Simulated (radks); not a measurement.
All-electron atom: Ca4+ in [Ne] 3s2 3p4. Method: scalar-relativistic Kohn-Sham, LDA (Slater exchange, Perdew-Wang correlation), spin-polarised, spherical densities, finite nucleus; open shells are filled with parallel spins first; Fermi nuclear charge, rms radius 3.4776 fm; computed with a radial shooting solver on a logarithmic mesh with Libxc functionals.

Unscreened Slater integrals over Kohn-Sham orbitals (eV). They are taken over the spin-up orbitals.

F0(3p,3p): 21.224
F2(3p,3p): 10.771
F0(3p,3s): 21.762
G1(3p,3s): 14.540
F0(3p,2p): 28.674
F2(3p,2p): 5.7137
G0(3p,2p): 2.3135
G2(3p,2p): 2.3823
F0(3s,3s): 22.356
F0(3s,2p): 29.611
G1(3s,2p): 2.5026
F0(2p,2p): 76.048
F2(2p,2p): 35.515

Derived for the open shells (J is the average intra-shell exchange parameter used in DFT+U). 3p: J = F2/5 = 2.154 eV; in LS coupling 1D lies 6 F2/25 = 2.585 eV above 3P.
